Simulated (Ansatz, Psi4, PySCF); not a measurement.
H6BeOSi2, singlet, geometry from GFN2-xTB (such geometries of metal compounds can be far from the true shape), atoms displaced at random by about 0.08 Å a coordinate. Base run: B3LYP/6-31G, gradient in PySCF.

PySCF was given this input:
```python
from pyscf import gto, scf, dft

mol = gto.M(
    atom='''
Be   -0.24867474    0.09206102    0.37697630
Si   -1.55235920    1.27181718    1.98153669
H    -1.94659535    0.46036145    3.12651565
H    -2.95763771    1.78606793    1.41017949
H    -0.69919428    2.35166490    2.49073704
O     0.41775806   -0.47901353   -0.64498620
Si    1.34988382   -0.99364949   -1.62284793
H     0.46133808   -2.00848797   -2.56011256
H     2.44725170   -1.85608758   -0.97151964
H     1.93750518   -0.19705366   -2.56772385
''',
    basis='6-31g',
    verbose=4,
)

mf = dft.RKS(mol)
mf.xc = 'b3lyp'
mf.kernel()
g = mf.nuc_grad_method()
grad = g.kernel()
```

Programs used: Ansatz (a program for electronic structure), Psi4, PySCF; a row that names a program was run with it.

The coordinate followed is z of atom 9.

The base run was repeated with changes; each row names its change, and settings that it needs were set with it.

```
change                                                  dE/dx (Eh/bohr)  net force (Eh/bohr)
------------------------------------------------------  ---------------  -------------------
base                                                           0.003624             0.000096
code = ansatz                                                  0.003624             0.000000
finite difference step (bohr) = 1e-3; conv_tol = 1e-11         0.003624                    -
grids.level = 0; grid_response = off                           0.003570             0.013474
grids.level = 1; grid_response = off                           0.003627             0.001111
grids.level = 5; grid_response = on                            0.003624             0.000000
density fitting = on                                           0.003618             0.000096
grids.level = 0; grid_response = on                            0.003721             0.000000
finite difference step (bohr) = 1e-5; conv_tol = 1e-11         0.003624                    -
code = psi4                                                    0.003622             0.000076
finite difference step (bohr) = 0.2; conv_tol = 1e-11          0.003651                    -
density fitting = on; auxbasis_response = off                  0.003614             0.000885
```

The net force is zero for an exact gradient.
